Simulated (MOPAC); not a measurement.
MOPAC input (AM1):

```
AM1 FORCE THERMO(298,298) PRECISE LET CHARGE=-1 GEO-OK AUX(PRECISION=9) THREADS=1
C2H7Ge

C    -1.60991246 1   -0.57756079 1    0.01427291 1
Ge   -0.05162295 1    0.32951713 1   -0.06195256 1
C     1.64309131 1   -0.74991224 1    0.22558838 1
H    -2.03812928 1   -1.04323089 1   -0.86280900 1
H    -2.13845255 1   -0.71880883 1    0.94710402 1
H     0.21632923 1    0.92562958 1   -1.47587876 1
H     0.07470826 1    1.38354166 1    1.07799966 1
H     1.59962801 1   -1.21376867 1    1.22715716 1
H     2.51932644 1   -0.08011864 1    0.15409491 1
H     1.69829657 1   -1.53273639 1   -0.55177767 1
```

From the output:

```
     H   10   0.022540   0.594403   0.592917   5.521625

          HEAT OF FORMATION =      43.256089 KCALS/MOLE

          ZERO POINT ENERGY      45.143 KCAL/MOL

           NORMAL COORDINATE ANALYSIS (Total motion = 1 Angstrom)

   Root No.       1         2         3         4         5         6         7         8

                 1 A"      2 A"      1 A'      3 A"      2 A'      4 A"      3 A'      4 A'

                  66.8     135.9     185.5     412.1     513.6     571.7     616.7     631.8

           1   -0.0000   -0.0000    0.0126   -0.0000   -0.0209    0.0000    0.0136    0.0866
           2    0.0000    0.0000    0.1027    0.0000   -0.0058   -0.0000   -0.0243    0.0209
           3    0.0268    0.0094   -0.0000    0.0183   -0.0000    0.0045    0.0000    0.0000
           4    0.0000   -0.0000    0.0154    0.0000   -0.0127    0.0000   -0.0003   -0.0200
           5   -0.0000   -0.0000   -0.0248   -0.0000   -0.0360    0.0000   -0.0052   -0.0055
           6   -0.0067   -0.0072    0.0000   -0.0123    0.0000    0.0010    0.0000    0.0000
           7    0.0000    0.0000   -0.0815    0.0000    0.0881   -0.0000   -0.0089   -0.0149
           8    0.0000    0.0000    0.0203    0.0000    0.1764    0.0000   -0.0036    0.0147
           9    0.0086    0.0246    0.0000    0.0114   -0.0000   -0.0081   -0.0000   -0.0000
          10    0.0178    0.0046    0.0169    0.0711   -0.0204   -0.0985    0.0159    0.0666
          11   -0.0082    0.3553    0.1490   -0.0324    0.0304   -0.0513    0.1446   -0.0396
          12    0.0380    0.0037    0.0011    0.0645    0.0000   -0.0586   -0.0010   -0.0077
          13   -0.0178   -0.0046    0.0169   -0.0711   -0.0204    0.0985    0.0159    0.0666
          14    0.0082   -0.3553    0.1490    0.0324    0.0304    0.0513    0.1446   -0.0396
          15    0.0380    0.0037   -0.0011    0.0645   -0.0000   -0.0586    0.0010    0.0077
          16    0.0226    0.0538    0.0051   -0.1402   -0.0419    0.1818   -0.0471    0.1759
          17   -0.0188    0.0459   -0.0390    0.1940   -0.0121    0.1401    0.2306    0.0399
          18   -0.0257    0.0033   -0.0036    0.1425    0.0221   -0.0145    0.1385   -0.0675
          19   -0.0226   -0.0538    0.0051    0.1402   -0.0419   -0.1818   -0.0471    0.1759
          20    0.0188   -0.0459   -0.0390   -0.1940   -0.0121   -0.1401    0.2306    0.0399
          21   -0.0257    0.0033    0.0036    0.1425   -0.0221   -0.0145   -0.1385    0.0675
          22    0.2091    0.0025   -0.1332    0.0277    0.0752    0.0491    0.0223    0.0675
          23   -0.0943    0.0194   -0.0080    0.0631    0.1640    0.1000    0.0111    0.0596
          24   -0.1213    0.0355    0.0003    0.0414    0.0005    0.0384   -0.0010    0.0007
          25   -0.0000    0.0000   -0.0693   -0.0000    0.0871   -0.0000   -0.0161   -0.0326
          26    0.0000    0.0000    0.1188    0.0000    0.1926    0.0000   -0.0685   -0.1447
          27    0.2755    0.0256   -0.0000    0.0375   -0.0000    0.0397    0.0000    0.0000
          28   -0.2091   -0.0025   -0.1332   -0.0277    0.0752   -0.0491    0.0223    0.0675
          29    0.0943   -0.0194   -0.0080   -0.0631    0.1640   -0.1000    0.0111    0.0596
          30   -0.1213    0.0355   -0.0003    0.0414   -0.0005    0.0384    0.0010   -0.0007

   Root No.       9        10        11        12        13        14        15        16

                 5 A'      5 A"      6 A'      7 A'      6 A"      8 A'      9 A'      7 A"

                 640.6     692.6     695.9     715.7     719.1    1224.4    1327.7    1408.6

           1    0.0845    0.0000   -0.0037    0.0214    0.0000    0.0006   -0.0516   -0.0000
           2    0.0004   -0.0000   -0.0017   -0.0653   -0.0000    0.0011    0.0011    0.0000
           3   -0.0000   -0.0134    0.0000    0.0000    0.0599   -0.0000    0.0000    0.0001
           4   -0.0122   -0.0000   -0.0078   -0.0051    0.0000    0.0004   -0.0023   -0.0000
           5    0.0030    0.0000   -0.0005    0.0074    0.0000   -0.0005   -0.0001   -0.0000
           6    0.0000    0.0075    0.0000   -0.0000   -0.0067    0.0000   -0.0000    0.0000
           7    0.0155    0.0000    0.0369    0.0005   -0.0000   -0.0304   -0.0002    0.0000
           8   -0.0086   -0.0000   -0.0194   -0.0007    0.0000   -0.0609   -0.0037   -0.0000
           9    0.0000   -0.0461   -0.0000    0.0000   -0.0084    0.0000    0.0000   -0.0473
          10    0.0740    0.0634   -0.0134    0.0271   -0.2424   -0.0182    0.3655   -0.0001
          11   -0.0471    0.0265    0.0167    0.2699    0.0199   -0.0022   -0.0093    0.0001
          12   -0.0028    0.0279   -0.0051   -0.0027   -0.1006   -0.0100    0.2257   -0.0000
          13    0.0740   -0.0634   -0.0134    0.0271    0.2424   -0.0182    0.3655    0.0001
          14   -0.0471   -0.0265    0.0167    0.2699   -0.0199   -0.0022   -0.0093   -0.0001
          15    0.0028    0.0279    0.0051    0.0027   -0.1006    0.0100   -0.2257   -0.0000
          16   -0.1828   -0.0466    0.1596    0.0278   -0.1445   -0.0003    0.0128   -0.0018
          17   -0.0403   -0.1060    0.0984   -0.1509   -0.0597    0.0055    0.0070   -0.0013
          18    0.0584   -0.0238   -0.0277   -0.0913    0.0265    0.0030   -0.0036   -0.0017
          19   -0.1828    0.0466    0.1596    0.0278    0.1445   -0.0003    0.0128    0.0018
          20   -0.0403    0.1060    0.0984   -0.1509    0.0597    0.0055    0.0070    0.0013
          21   -0.0584   -0.0238    0.0277    0.0913    0.0265   -0.0030    0.0036   -0.0017
          22   -0.0636    0.1077   -0.0976   -0.0017    0.0169    0.1638    0.0093   -0.2456
          23   -0.0493    0.2162   -0.0927    0.0017    0.0331    0.2295    0.0102   -0.0087
          24    0.0004    0.0549   -0.0015    0.0013    0.0068    0.0808    0.0035    0.0629
          25    0.0331   -0.0000    0.0651    0.0025   -0.0000    0.0387    0.0048   -0.0000
          26    0.1528    0.0000    0.2458    0.0161    0.0000    0.2865    0.0238    0.0000
          27   -0.0000    0.0530   -0.0000    0.0000    0.0058   -0.0000    0.0000    0.4393
          28   -0.0636   -0.1077   -0.0976   -0.0017   -0.0169    0.1638    0.0093    0.2456
          29   -0.0493   -0.2162   -0.0927    0.0017   -0.0331    0.2295    0.0102    0.0087
          30   -0.0004    0.0549    0.0015   -0.0013    0.0068   -0.0808   -0.0035    0.0629

   Root No.      17        18        19        20        21        22        23        24

                10 A'      8 A"     11 A'     12 A'      9 A"     13 A'     10 A"     14 A'

                1412.2    1860.6    1865.3    3104.1    3110.4    3183.9    3226.3    3256.3

           1    0.0003   -0.0000   -0.0006   -0.0000   -0.0000   -0.0002    0.0000    0.0368
           2    0.0003    0.0000    0.0007   -0.0001    0.0000    0.0000   -0.0000   -0.0012
           3    0.0000    0.0005    0.0000    0.0000    0.0002    0.0000   -0.0641    0.0000
           4    0.0001   -0.0000   -0.0051   -0.0001   -0.0000   -0.0001    0.0000    0.0003
           5    0.0000   -0.0000    0.0053    0.0001   -0.0000   -0.0001    0.0000    0.0000
           6   -0.0000   -0.0109   -0.0000   -0.0000   -0.0001   -0.0000   -0.0002   -0.0000
           7   -0.0439    0.0000   -0.0002   -0.0484    0.0000   -0.0061   -0.0000   -0.0003
           8    0.0211   -0.0000    0.0008    0.0222   -0.0000   -0.0198    0.0000   -0.0001
           9   -0.0000   -0.0014    0.0000   -0.0000   -0.0579    0.0000   -0.0001    0.0000
          10   -0.0016   -0.0022   -0.0007    0.0003    0.0003    0.0009   -0.2551   -0.2278
          11   -0.0001   -0.0130   -0.0013    0.0002   -0.0000   -0.0001    0.0091    0.0076
          12   -0.0010   -0.0010    0.0006   -0.0006   -0.0006   -0.0017    0.3902    0.4195
          13   -0.0016    0.0022   -0.0007    0.0003   -0.0003    0.0009    0.2551   -0.2278
          14   -0.0001    0.0130   -0.0013    0.0002    0.0000   -0.0001   -0.0091    0.0076
          15    0.0010   -0.0010   -0.0006    0.0006   -0.0006    0.0017    0.3902   -0.4195
          16   -0.0011    0.1762    0.1879    0.0005    0.0002   -0.0000   -0.0005   -0.0002
          17   -0.0011   -0.1930   -0.2011   -0.0000    0.0004   -0.0001    0.0001   -0.0005
          18   -0.0011    0.3999    0.4078    0.0002    0.0004    0.0001    0.0004   -0.0008
          19   -0.0011   -0.1762    0.1879    0.0005   -0.0002   -0.0000    0.0005   -0.0002
          20   -0.0011    0.1930   -0.2011   -0.0000   -0.0004   -0.0001   -0.0001   -0.0005
          21    0.0011    0.3999   -0.4078   -0.0002    0.0004   -0.0001    0.0004    0.0008
          22    0.2587   -0.0003    0.0009    0.0417    0.1408   -0.1069    0.0002   -0.0006
          23   -0.2018    0.0019    0.0007   -0.1006   -0.2320    0.1521   -0.0005    0.0007
          24   -0.2224   -0.0004   -0.0006    0.1906    0.3645   -0.2837    0.0006   -0.0014
          25    0.0035    0.0000   -0.0007    0.5006    0.0000    0.2906   -0.0000    0.0024
          26    0.1502   -0.0000    0.0007   -0.0665   -0.0000   -0.0584    0.0000   -0.0009
          27   -0.0000    0.0015    0.0000    0.0000   -0.0304    0.0000   -0.0000    0.0000
          28    0.2587    0.0003    0.0009    0.0417   -0.1408   -0.1069   -0.0002   -0.0006
          29   -0.2018   -0.0019    0.0007   -0.1006    0.2320    0.1521    0.0005    0.0007
          30    0.2224   -0.0004    0.0006   -0.1906    0.3645    0.2837    0.0006    0.0014

           MASS-WEIGHTED COORDINATE ANALYSIS (NORMAL COORDINATES)

   Root No.       1         2         3         4         5         6         7         8

                 1 A"      2 A"      1 A'      3 A"      2 A'      4 A"      3 A'      4 A'

                  66.8     135.9     185.5     412.1     513.6     571.7     616.7     631.8

           1   -0.0000   -0.0000    0.0710   -0.0000   -0.0866    0.0000    0.1023    0.5917
           2    0.0000    0.0000    0.5784    0.0000   -0.0242   -0.0000   -0.1830    0.1426
           3    0.1932    0.0615   -0.0000    0.1391   -0.0000    0.0377    0.0000    0.0000
           4    0.0000   -0.0000    0.2138    0.0000   -0.1296    0.0000   -0.0056   -0.3362
           5   -0.0000   -0.0000   -0.3438   -0.0000   -0.3672    0.0000   -0.0955   -0.0929
           6   -0.1179   -0.1151    0.0000   -0.2304    0.0000    0.0209    0.0000    0.0000
           7    0.0000    0.0000   -0.4587    0.0000    0.3658   -0.0000   -0.0670   -0.1020
           8    0.0000    0.0000    0.1142    0.0000    0.7326    0.0000   -0.0274    0.1001
           9    0.0617    0.1608    0.0000    0.0866   -0.0000   -0.0683   -0.0000   -0.0000
          10    0.0372    0.0086    0.0275    0.1564   -0.0245   -0.2406    0.0346    0.1317
          11   -0.0170    0.6733    0.2431   -0.0713    0.0365   -0.1253    0.3156   -0.0783
          12    0.0793    0.0071    0.0018    0.1419    0.0000   -0.1430   -0.0023   -0.0153
          13   -0.0372   -0.0086    0.0275   -0.1564   -0.0245    0.2406    0.0346    0.1317
          14    0.0170   -0.6733    0.2431    0.0713    0.0365    0.1253    0.3156   -0.0783
          15    0.0793    0.0071   -0.0018    0.1419   -0.0000   -0.1430    0.0023    0.0153
          16    0.0471    0.1020    0.0084   -0.3084   -0.0504    0.4438   -0.1027    0.3480
          17   -0.0391    0.0870   -0.0636    0.4269   -0.0145    0.3421    0.5033    0.0789
          18   -0.0535    0.0062   -0.0059    0.3135    0.0266   -0.0354    0.3023   -0.1336
          19   -0.0471   -0.1020    0.0084    0.3084   -0.0504   -0.4438   -0.1027    0.3480
          20    0.0391   -0.0870   -0.0636   -0.4268   -0.0145   -0.3421    0.5033    0.0789
          21   -0.0535    0.0062    0.0059    0.3135   -0.0266   -0.0354   -0.3023    0.1336
          22    0.4360    0.0048   -0.2172    0.0610    0.0905    0.1200    0.0486    0.1336
          23   -0.1967    0.0367   -0.0130    0.1388    0.1973    0.2441    0.0241    0.1178
```

The dipole moment of an ion depends on the origin.
